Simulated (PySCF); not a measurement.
Cl₂H₂OSSi, SMILES Cl[Si](S)(O)Cl. Atoms are numbered in the order given.

```xyz
7

O      0.5475    -1.4063    -1.1718
Si     0.0802    -0.1999    -0.1607
S      1.6597     1.1813     0.0431
Cl    -1.6448     0.6352    -0.9143
Cl    -0.3385    -0.8827     1.7242
H     -0.1468    -1.9642    -1.5393
H      1.8041     1.3190    -1.2948
```
Charge 0, spin multiplicity 1.

Geometry: PBE0-D3(BJ)/def2-SVP. The structure was generated by enumeration, and PubChem lists no compound with its InChIKey, so it may never have been made. One conformer was computed; it need not be the lowest.

Computed with HF/pcSseg-1 (PySCF).

GIAO shieldings, no solvent; atoms listed in one row are averaged. δ = σ(ref) − σ: ¹⁷O against H2O (σ = 333.0 ppm); ²⁹Si against TMS (σ = 393.8 ppm); ³³S against H2S (σ = 725.2 ppm); ³⁵Cl against HCl (σ = 958.2 ppm); ¹H against TMS (σ = 31.99 ppm), references at their B3LYP-D3(BJ)/def2-TZVP geometries, non-relativistic (without spin–orbit terms, shifts of atoms bonded to Cl or Br come out too high).

Computed chemical shifts:
```csv
nucleus,atoms,count,δ (ppm)
¹⁷O,O1,1,76.6
²⁹Si,Si2,1,4.1
³³S,S3,1,27.2
³⁵Cl,Cl4,1,84.9
³⁵Cl,Cl5,1,71.7
¹H,H6,1,3.14
¹H,H7,1,1.82
```
